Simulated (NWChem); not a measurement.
System meant: GeH₃Cl; SMILES [GeH3][Cl]

Input file for NWChem:

```
start job
memory heap 200 mb stack 900 mb global 1100 mb
geometry units angstroms noautoz
  Ge     0.000000     0.000000    -0.696467
  Cl     0.000000     0.000000     1.490884
  H      1.417476    -0.402188    -1.145946
  H     -0.360433     1.428664    -1.145946
  H     -1.057043    -1.026476    -1.145946
end
basis spherical
  * library def2-svp
end
dft
  xc b3lyp
  iterations 4
  mulliken
end
task dft energy
```

End of the output:

```
    Atom       Charge   Shell Charges
 -----------   ------   -------------------------------------------------------
    1 Ge  32    31.76   2.00  2.00  1.94  0.79  0.36  5.99  5.82  1.38  1.15  7.80  2.04  0.50
    2 Cl  17    17.06   2.00  1.96  1.05  0.80  5.82  2.26  3.16  0.02
    3 H    1     1.06   0.61  0.42  0.03
    4 H    1     1.06   0.61  0.42  0.03
    5 H    1     1.06   0.61  0.42  0.03

 center of mass
 --------------
 x =   0.00000000 y =   0.00000000 z =  -0.03372198

 moments of inertia (a.u.)
 ------------------
         431.259977092403          -0.000000000000           0.000000000000
          -0.000000000000         431.259977092403           0.000000000000
           0.000000000000           0.000000000000          23.440262999192

     Multipole analysis of the density
     ---------------------------------

     L   x y z        total         alpha         beta         nuclear
     -   - - -        -----         -----         ----         -------
     0   0 0 0     -0.000000    -26.000000    -26.000000     52.000000

     1   1 0 0     -0.000000     -0.000000     -0.000000      0.000000
     1   0 1 0     -0.000000     -0.000000     -0.000000      0.000000
     1   0 0 1     -0.779859     -0.389930     -0.389930     -0.000000

     2   2 0 0    -23.648749    -17.638941    -17.638941     11.629134
     2   1 1 0     -0.000000     -0.000000     -0.000000      0.000000
     2   1 0 1     -0.000000     -0.000000     -0.000000     -0.000000
     2   0 2 0    -23.648749    -17.638941    -17.638941     11.629134
     2   0 1 1     -0.000000     -0.000000     -0.000000      0.000000
     2   0 0 2    -23.912064   -114.169572   -114.169572    204.427080

 ------------------------------------------------------------------------
 dft energy failed                                                                                  0
 ------------------------------------------------------------------------
 ------------------------------------------------------------------------
  current input line :
    18: task dft energy
 ------------------------------------------------------------------------
 ------------------------------------------------------------------------
 This type of error is most commonly associated with calculations not reaching convergence criteria
 ------------------------------------------------------------------------
 For more information see the NWChem manual at https://nwchemgit.github.io

0:dft energy failed:Received an Error in Communication
```

Question: Can this run be used? If not, why, and what is the fix?

Answer: Convergence was not reached. Cause: the SCF was allowed too few iterations. This input runs:
```
start job
memory heap 200 mb stack 900 mb global 1100 mb
geometry units angstroms noautoz
  Ge     0.000000     0.000000    -0.696467
  Cl     0.000000     0.000000     1.490884
  H      1.417476    -0.402188    -1.145946
  H     -0.360433     1.428664    -1.145946
  H     -1.057043    -1.026476    -1.145946
end
basis spherical
  * library def2-svp
end
dft
  xc b3lyp
  iterations 150
  mulliken
end
task dft energy
```
It converges to -2538.68813 Ha (B3LYP/def2-SVP).
